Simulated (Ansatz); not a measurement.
Gas-phase reaction 2 R1 → P1, each structure at its B3LYP-D3(BJ)/def2-SVP stationary point, reached from a drawn start (curvature not checked).
R1: GaI3 (SMILES [I][Ga]([I])[I]), charge 0, multiplicity 1.
P1: Ga2I6 (SMILES [I][Ga-]1([I])[I+][Ga-]([I])([I])[I+]1), charge 0, multiplicity 1.

P less R. No zero-point or thermal terms; no spin–orbit coupling.

Run with Ansatz (an electronic-structure program) with Gaussian orbitals. Each number belongs to the level named beside it. Elements past Kr take the def2 small-core potentials, without spin–orbit coupling.

One of these levels gives -73.2 kJ/mol for the reaction energy. Which?
A) SVWN5/def2-TZVPP
B) r2SCAN/def2-TZVPP
C) HF/def2-SVP
D) BLYP/def2-TZVPP

B, r2SCAN/def2-TZVPP. The others give -5.3 (HF/def2-SVP), -103.4 (SVWN5/def2-TZVPP), -18.5 (BLYP/def2-TZVPP)
